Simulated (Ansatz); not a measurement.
The same group exchange along the group F, Cl, Br.

Isolated molecules relaxed with PBE0-D4/def2-TZVP in Ansatz; ΔE leaves out vibrations. CBS: MP2 limit from def2 TZ/QZ plus the TZ coupled-cluster correction, frozen cores. This one scheme is used for every species. Functionals use def2-TZVPP. B3LYP here is the variant with VWN-RPA as its local correlation; programs differ in this. def2 core potentials past Kr. For Br, Sn outer-core shells are correlated without core-valence functions, which leaves a few kJ/mol of doubt a bond. Scalar relativity is left out up to krypton. Each species was taken in one conformer, which may not be the lowest.

```
                                                          reaction  ωB97M-V (kJ/mol)  B3LYP-D4 (kJ/mol)  MP2/CBS(def2) (kJ/mol)
  `CC[Si](N)(O)F` + `[CH3][SnH3]` → `CC[CH2][SnH3]` + `N[SiH](O)F`                54                 53                      47
`CC[Si](N)(O)Cl` + `[CH3][SnH3]` → `CC[CH2][SnH3]` + `N[SiH](O)Cl`                57                 56                      52
`CC[Si](N)(O)Br` + `[CH3][SnH3]` → `CC[CH2][SnH3]` + `N[SiH](O)Br`                57                 55                      52
```

Give the CCSD(T)/CBS values in the same order. (Best estimate.)

The calculation gave: 48, 51, 52 kJ/mol.

Largest T1 diagnostic: 0.012, for `[CH3][SnH3]`.
